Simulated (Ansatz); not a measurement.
A run for Ansatz (a quantum-chemistry and plane-wave program): U-B3LYP/def2-TZVPP on CdH2Se (SMILES [SeH][CdH]), a point of a bond scan (R = 2.927 Å). Elements past Kr take the def2 small-core potentials; no spin–orbit coupling.

Ansatz 0.2 input:
```yaml
crystal:
  periodic: [false, false, false]
  atoms:
    - {symbol: Cd, position_ang: [-0.57782857, -0.43492185, -0.71648612]}
    - {symbol: H, position_ang: [-2.23869543, -1.69575903, -2.77110281]}
    - {symbol: Se, position_ang: [0.83268525, 0.66552990, 1.01516222]}
    - {symbol: H, position_ang: [0.95136823, -0.59636766, 1.76637103]}
basis:
  gaussian:
    orbitals: def2-TZVPP
hamiltonian:
  xc: {name: B3LYP}
magnetization: {spin_polarized: true, initial_magnetization: 0}
```

Output:

```
WARN ansatz: RAYON_NUM_THREADS=1 ignored (pool sized by the plan → 1); use --threads N
Functional definition: B3LYP
integrals: 0.05 GiB planned
929 factors; their error is unknown
mean field: 0.65 GiB planned
mean field evaluation 1: about -69944.8424 eV, gradient 1.8e1 eV
mean field evaluation 2: about -69938.9316 eV, gradient 3.0e1 eV
mean field evaluation 4: about -69947.6734 eV, gradient 4.1e0 eV
mean field evaluation 8: about -69948.1863 eV, gradient 3.1e-1 eV
mean field evaluation 16: about -69948.1865 eV, gradient 6.0e-5 eV
mean field evaluation 32: about -69946.7542 eV, gradient 5.2e0 eV
mean field -69948.26160174 eV, -2570.5512012294 hartree, gradient 1.4e-5 eV, S^2 0.381909; 4 other end points of the search recorded, 0 dependent functions left out
reference -69948.26183343 eV, -2570.5512097436 hartree; 28, 28 occupied and 104, 104 virtual orbitals, 929 factors
Total energy: -69948.26183343 eV, -2570.5512097436 hartree
```

Self-consistency was reached. Its determinant has ⟨S²⟩ = 0.38, a mixture of spin states.

Cost: about 25 core-seconds (a rough figure).
